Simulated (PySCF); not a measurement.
BFHO, SMILES [OH+]=BF, charge +1.

Geometry optimised at B3LYP-D3(BJ)/def2-TZVP. The geometry has at least one imaginary mode, so it is a saddle point at that level. The isomer is the one that the SMILES or the coordinates give; other isomers of the formula were not compared.

The numbers are results of TDDFT-CAM-B3LYP/def2-TZVPD in PySCF, not measurements.

Vertical excitations; the highest root listed may be one member of a degenerate set. The molecule is in vacuum. State labels are in the subgroup C2v.

```
state  symmetry  energy (eV)  λ (nm)      f                                   main pairs
-----  --------  -----------  ------  -----  -------------------------------------------
S1           B1        10.66     116  0.018                 HOMO−1→LUMO (degenerate set)
S2           B2        10.66     116  0.018                   HOMO→LUMO (degenerate set)
S3           A2        10.82     115  0.000         HOMO→LUMO+1 49 %, HOMO−1→LUMO+2 49 %
S4           A1        10.99     113  0.000  HOMO−1→LUMO+1, HOMO→LUMO+2 (degenerate set)
S5           A2        10.99     113  0.000  HOMO−1→LUMO+2, HOMO→LUMO+1 (degenerate set)
S6           B1        12.97      96  0.037  HOMO−1→LUMO+3, HOMO−3→LUMO (degenerate set)
S7           B2        12.97      96  0.037    HOMO→LUMO+3, HOMO−2→LUMO (degenerate set)
S8           A2        13.32      93  0.000       HOMO−3→LUMO+2 49 %, HOMO−2→LUMO+1 49 %
S9           B2        13.44      92  0.058    HOMO−2→LUMO, HOMO→LUMO+3 (degenerate set)
S10          B1        13.44      92  0.058  HOMO−3→LUMO, HOMO−1→LUMO+3 (degenerate set)
T1           A1         9.94     125      0         HOMO→LUMO+2 48 %, HOMO−1→LUMO+1 48 %
T2           B1        10.05     123      0                 HOMO−1→LUMO (degenerate set)
T3           B2        10.05     123      0                   HOMO→LUMO (degenerate set)
T4           A1        10.33     120      0         HOMO−1→LUMO+1 49 %, HOMO→LUMO+2 49 %
```
Triplets are in the Tamm–Dancoff approximation, which puts them higher than full response would, so one can lie above its singlet here.
